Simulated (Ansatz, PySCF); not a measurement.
IrO4, SMILES [O]1[Ir+]([O]1)(=[O])=[O], charge +1, multiplicity 1.

Geometry: B3LYP-D3(BJ)/def2-SVP. The spin state was assumed, not searched. The def2 effective core potentials stand for the cores of Ir; spin–orbit coupling is left out.

Vertical ionisation energy (IE) and electron affinity (EA) in eV. Rows of orbital energies are one-electron estimates. Where ΔSCF, EOM or ADC give a negative EA the extra electron is unbound and the value depends on the basis.

| level | IE | EA |
|---|---|---|
| −ε(HOMO), −ε(LUMO), ωB97X/def2-TZVP (PySCF) | 18.20 | 10.32 |
| −ε(HOMO), −ε(LUMO), PBE/def2-TZVP (PySCF) | 14.40 | 12.74 |
| ΔSCF, PBE0/def2-SVPD (Ansatz), final states of multiplicity 2 and 2 | 18.20 | 10.19 |
| ΔSCF, PBE/def2-SVPD (Ansatz), final states of multiplicity 2 and 2 | 18.12 | 9.35 |

Q: What vertical singlet–triplet gap does ΔSCF give with PBE0/def2-SVPD (Ansatz, a quantum-chemistry and plane-wave program) and with PBE/def2-SVPD (Ansatz)? (An estimate is asked for; the answer gives what the named calculation found.)

A: 0.95 and 1.56 eV (triplet above singlet where positive).
